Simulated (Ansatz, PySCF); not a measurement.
C2H5S, SMILES C[CH]S, multiplicity 2. Atoms are numbered in the order given.

```xyz
8

C     -1.6769     0.1451     0.0666
C     -0.3847    -0.5333     0.3487
S      1.1398     0.0753    -0.1920
H     -1.9613     0.0794    -0.9931
H     -2.4823    -0.3032     0.6505
H     -1.6348     1.2100     0.3168
H     -0.3539    -1.5746     0.6375
H      0.7862     1.3677    -0.3156
```
Charge 0, spin multiplicity 2.

The structure is a stationary point at B3LYP-D3(BJ)/def2-TZVP. The isomer is the one that the SMILES or the coordinates give; other isomers of the formula were not compared. One conformer was computed; it need not be the lowest.

Two levels are set side by side: PBE-D3(BJ)/def2-TZVP (Ansatz, a quantum-chemistry and plane-wave program) and B3LYP-D3(BJ)/def2-TZVP (Ansatz). Each level has its own optimised geometry; the coordinates shown are those of the second. Frequencies come from the Hessian of PySCF at each geometry. Differences are taken from unrounded values.

| quantity | B3LYP-D3(BJ) | PBE-D3(BJ) | PBE-D3(BJ) minus B3LYP-D3(BJ) |
|---|---|---|---|
| mean bond length (Å) | 1.275 | 1.282 | 0.007 |
| bond C1–C2 (Å) | 1.486 | 1.486 | 0.000 |
| bond C2–S3 (Å) | 1.728 | 1.729 | 0.001 |
| bond C1–H4 (Å) | 1.099 | 1.108 | 0.009 |
| bond C1–H5 (Å) | 1.091 | 1.099 | 0.008 |
| bond C1–H6 (Å) | 1.095 | 1.104 | 0.009 |
| bond C2–H7 (Å) | 1.081 | 1.090 | 0.009 |
| bond S3–H8 (Å) | 1.346 | 1.357 | 0.012 |
| highest harmonic wavenumber (cm⁻¹) | 3196 | 3132 | -64 |
| mean harmonic wavenumber (cm⁻¹) | 1473 | 1435 | -39 |
| zero-point energy (kcal/mol) | 37.91 | 36.91 | -0.99 |

Exact exchange shortens and stiffens bonds; PBE has none. Differences between two approximate levels are no errors against the true value.
